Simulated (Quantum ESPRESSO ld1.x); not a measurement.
Task: The mean radii <r> (bohr) of the occupied orbitals of an atom or ion are listed with their occupations. All-electron calculation, Dirac Kohn-Sham, PBE, spin-unpolarised, spherical densities, point nucleus. Program: ld1.x of Quantum ESPRESSO 7.5.

orbital  occ.      <r>
1s1/2       2  0.01658
2s1/2       2  0.06925
2p1/2       2  0.05694
2p3/2       4  0.06562
3s1/2       2   0.1791
3p1/2       2   0.1695
3p3/2       4   0.1849
3d3/2       4   0.1609
3d5/2       6   0.1656
4s1/2       2   0.3734
4p1/2       2   0.3711
4p3/2       4   0.3962
4d3/2     3.6   0.3877
4d5/2     5.4   0.3949

Name the element and its charge. Open shells, if any, are shared by 2j + 1.

Result: Z = 80, mercury, charge +35: Hg35+ in [Kr] 4d9. The 1s radius gives Z: for a bare nucleus <r> = (2 gamma + 1)/(2Z) with gamma = sqrt(1 - (Z/c)^2), 0.0164 bohr for Z = 80, and screening makes it slightly larger (0.01658 here). The occupations add up to 45, and the charge is Z minus that.
